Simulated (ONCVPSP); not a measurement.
u(r) = r·R(r): atom against pseudo-atom (H (Z = 1))

Columns: radius, all-electron u(r) and pseudo u(r) of the 1s shell (level -9.25 eV) of hydrogen in the configuration 1s0.75; LDA (Perdew-Wang 92), scalar-relativistic, ONCV scheme, ONCVPSP 4.0.1.

```tsv
r (bohr)	all-electron	pseudo
0.065	0.1198	0.0959
0.130	0.2245	0.1894
0.195	0.3154	0.2784
0.260	0.3939	0.3611
0.325	0.4611	0.4363
0.390	0.5183	0.5030
0.455	0.5664	0.5607
0.520	0.6064	0.6092
0.585	0.6391	0.6484
0.650	0.6654	0.6786
0.715	0.6859	0.7004
0.780	0.7013	0.7148
0.845	0.7121	0.7231
0.910	0.7190	0.7267
0.975	0.7223	0.7269
1.040	0.7224	0.7247
1.105	0.7199	0.7207
1.170	0.7150	0.7152
1.235	0.7080	0.7080
1.300	0.6992	0.6992
1.365	0.6889	0.6889
1.430	0.6773	0.6773
1.495	0.6645	0.6645
1.560	0.6509	0.6509
1.625	0.6365	0.6365
1.690	0.6214	0.6214
```

(1) How many radial nodes do the two functions have?

(2) At about which radius was the pseudo-wave matched?

(3) Is the pseudo-wave norm-conserving?

## Answers

(1) The all-electron 1s function has n − l − 1 = 0; the pseudo-wave has 0.

(2) 1.30 bohr. The columns agree to 0.0005 from 1.17 bohr on; several derivatives are matched, so the curves merge somewhat inside the radius.

(3) Yes: the ONCV scheme keeps the norm inside the radius equal to the all-electron one, which fixes the energy derivative of the logarithmic derivative at the level.
